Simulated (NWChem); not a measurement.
System meant: CH6OSi2, singlet; SMILES CO[Si][SiH3]

Input file for NWChem:

```
start job
memory heap 200 mb stack 900 mb global 1100 mb
geometry units angstroms noautoz
  Si     0.852604    -0.162355     0.580125
  O     -0.386354    -1.062585    -0.100600
  C     -0.416179    -2.467227    -0.160481
  H     -1.309986    -2.838984     0.365138
  H     -0.479470    -2.789385    -1.211945
  H      0.481365    -2.922530     0.297859
  Si    -0.257332     1.929991     0.061188
  H      0.522709     3.129177     0.510254
  H     -1.601192     1.983508     0.726276
  H     -0.470070     2.051200    -1.419095
end
basis spherical
  * library def2-svp
end
dft
  odft
  mult 2
  xc b3lyp
  iterations 150
  mulliken
end
task dft energy
```

End of the output:

```
                                 NWChem DFT Module
                                 -----------------

 Summary of "ao basis" -> "ao basis" (spherical)
 ------------------------------------------------------------------------------
       Tag                 Description            Shells   Functions and Types
 ---------------- ------------------------------  ------  ---------------------
 Si                         def2-svp                 8       18   4s3p1d
 O                          def2-svp                 6       14   3s2p1d
 C                          def2-svp                 6       14   3s2p1d
 H                          def2-svp                 3        5   2s1p

 Summary of "ao basis" -> "ao basis" (spherical)
 ------------------------------------------------------------------------------
       Tag                 Description            Shells   Functions and Types
 ---------------- ------------------------------  ------  ---------------------
 Si                         def2-svp                 8       18   4s3p1d
 O                          def2-svp                 6       14   3s2p1d
 C                          def2-svp                 6       14   3s2p1d
 H                          def2-svp                 3        5   2s1p

      Symmetry analysis of basis
      --------------------------

        a'         64
        a"         30

  number of electrons :                   48
  multiplicity        :                    2
 ------------------------------------------------------------------------
  no. of electrons and multiplicity not compatible                  48
 ------------------------------------------------------------------------
 ------------------------------------------------------------------------
  current input line :
    25: task dft energy
 ------------------------------------------------------------------------
 ------------------------------------------------------------------------
 There is an error in the input file
 ------------------------------------------------------------------------
 For more information see the NWChem manual at https://nwchemgit.github.io

0: no. of electrons and multiplicity not compatible:Received an Error in Communication
```

Task: Find the fault in this run and fix the input.

Result: The input was rejected before any calculation. Cause: the multiplicity doesn't fit the number of electrons (an even count wants an odd multiplicity, and the reverse). This input runs:
```
start job
memory heap 200 mb stack 900 mb global 1100 mb
geometry units angstroms noautoz
  Si     0.852604    -0.162355     0.580125
  O     -0.386354    -1.062585    -0.100600
  C     -0.416179    -2.467227    -0.160481
  H     -1.309986    -2.838984     0.365138
  H     -0.479470    -2.789385    -1.211945
  H      0.481365    -2.922530     0.297859
  Si    -0.257332     1.929991     0.061188
  H      0.522709     3.129177     0.510254
  H     -1.601192     1.983508     0.726276
  H     -0.470070     2.051200    -1.419095
end
basis spherical
  * library def2-svp
end
dft
  xc b3lyp
  iterations 150
  mulliken
end
task dft energy
```
It converges to -695.66437 Ha (B3LYP/def2-SVP).
